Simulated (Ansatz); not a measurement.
Calculated with Ansatz (gas phase, PBE0-D4/def2-TZVP geometries, no zero-point term in ΔE). CCSD(T)/CBS is the MP2 limit (def2-TZVPP, def2-QZVPP) plus CCSD(T) − MP2 in def2-TZVPP, frozen cores. DFT in def2-TZVPP. B3LYP here is the variant with VWN-RPA as its local correlation; programs differ in this. For Zn outer-core shells are correlated without core-valence functions, which leaves a few kJ/mol of doubt a bond. Scalar relativity is left out up to krypton. One conformer a species, not always the lowest.

Consider the substitution at a C–Zn bond: `[NH2][Zn][CH2]C=O` + `OCF` → `O=CCOCF` + `[NH2][ZnH]`.

`[NH2][Zn][CH2]C=O`:

Cartesian coordinates in Å:
```
N -1.842 -1.888 0.083
Zn -0.729 -0.458 0.177
C 0.395 1.118 0.437
C 1.603 0.974 -0.392
O 2.638 0.463 -0.039
H -2.572 -1.894 -0.614
H -1.443 -2.814 0.137
H -0.196 1.990 0.145
H 0.644 1.150 1.500
H 1.503 1.358 -1.434
```

`OCF`:

Z-matrix (Å, degrees):
```
C
F 1 1.381
O 1 1.370 2 111.1
H 1 1.091 2 107.8 3 -117.4
H 1 1.096 2 106.3 3 123.2
H 3 0.962 1 109.3 2 70.7
```

`O=CCOCF`:

Z-matrix (Å, degrees):
```
C
C 1 1.506
O 1 1.398 2 114.8
H 1 1.096 2 107.6 3 119.6
H 1 1.100 2 108.2 3 -126.2
O 2 1.197 1 125.2 3 4.7
H 2 1.113 1 113.4 3 -175.5
C 3 1.373 1 114.8 2 -75.9
F 8 1.383 3 110.3 1 -72.4
H 8 1.090 3 107.0 1 170.3
H 8 1.093 3 112.6 1 47.0
```

`[NH2][ZnH]`:

```xyz
5

N     0.387   -0.012   -0.741
Zn   -0.259   -0.044    0.957
H     0.484    0.867   -1.226
H     0.096   -0.716   -1.403
H    -0.707   -0.096    2.412
```

```json
{"level": "PBE-D4", "ΔE (kcal/mol)": "21.0", "difference from CCSD(T)/CBS": "-0.4"}
{"level": "r2SCAN-D4", "ΔE (kcal/mol)": "20.5", "difference from CCSD(T)/CBS": "-0.9"}
{"level": "PBE0-D4", "ΔE (kcal/mol)": "20.9", "difference from CCSD(T)/CBS": "-0.5"}
{"level": "B3LYP-D4", "ΔE (kcal/mol)": "19.6", "difference from CCSD(T)/CBS": "-1.8"}
{"level": "ωB97X-V", "ΔE (kcal/mol)": "18.4", "difference from CCSD(T)/CBS": "-3.0"}
{"level": "ωB97M-V", "ΔE (kcal/mol)": "19.2", "difference from CCSD(T)/CBS": "-2.2"}
{"level": "B2PLYP", "ΔE (kcal/mol)": "21.0", "difference from CCSD(T)/CBS": "-0.4"}
{"level": "PBE", "ΔE (kcal/mol)": "21.5", "difference from CCSD(T)/CBS": "0.1"}
{"level": "r2SCAN", "ΔE (kcal/mol)": "20.6", "difference from CCSD(T)/CBS": "-0.8"}
{"level": "PBE0", "ΔE (kcal/mol)": "21.3", "difference from CCSD(T)/CBS": "-0.1"}
{"level": "B3LYP", "ΔE (kcal/mol)": "20.3", "difference from CCSD(T)/CBS": "-1.1"}
{"level": "HF/def2-TZVPP", "ΔE (kcal/mol)": "17.0", "difference from CCSD(T)/CBS": "-4.4"}
{"level": "MP2/def2-TZVPP", "ΔE (kcal/mol)": "23.1", "difference from CCSD(T)/CBS": "1.7"}
{"level": "SCS-MP2/def2-TZVPP", "ΔE (kcal/mol)": "21.0", "difference from CCSD(T)/CBS": "-0.4"}
{"level": "CCSD/def2-TZVPP", "ΔE (kcal/mol)": "19.9", "difference from CCSD(T)/CBS": "-1.5"}
{"level": "CCSD(T)/def2-TZVPP", "ΔE (kcal/mol)": "20.3", "difference from CCSD(T)/CBS": "-1.1"}
{"level": "HF/def2-QZVPP", "ΔE (kcal/mol)": "17.1", "difference from CCSD(T)/CBS": "-4.3"}
{"level": "MP2/def2-QZVPP", "ΔE (kcal/mol)": "23.8", "difference from CCSD(T)/CBS": "2.4"}
{"level": "SCS-MP2/def2-QZVPP", "ΔE (kcal/mol)": "21.7", "difference from CCSD(T)/CBS": "0.3"}
{"level": "HF/CBS(def2)", "ΔE (kcal/mol)": "17.2", "difference from CCSD(T)/CBS": "-4.2"}
{"level": "MP2/CBS(def2)", "ΔE (kcal/mol)": "24.3", "difference from CCSD(T)/CBS": "2.9"}
{"level": "CCSD/CBS(def2)", "ΔE (kcal/mol)": "21.0", "difference from CCSD(T)/CBS": "-0.4"}
{"level": "CCSD(T)/CBS", "ΔE (kcal/mol)": "21.4", "difference from CCSD(T)/CBS": "0"}
```

Largest T1 diagnostic among the species: 0.016.

The D4 term adds −0.7 kcal/mol with B3LYP and −0.4 kcal/mol with PBE0; it sums over pairs of atoms, weighted by their polarisabilities, and B3LYP, whose exchange is more repulsive, gets the larger term. In def2-TZVPP, CCSD(T) changes the Hartree–Fock value by +3.3 kcal/mol (the triples alone add +0.4 kcal/mol) and MP2 by +6.1 kcal/mol.
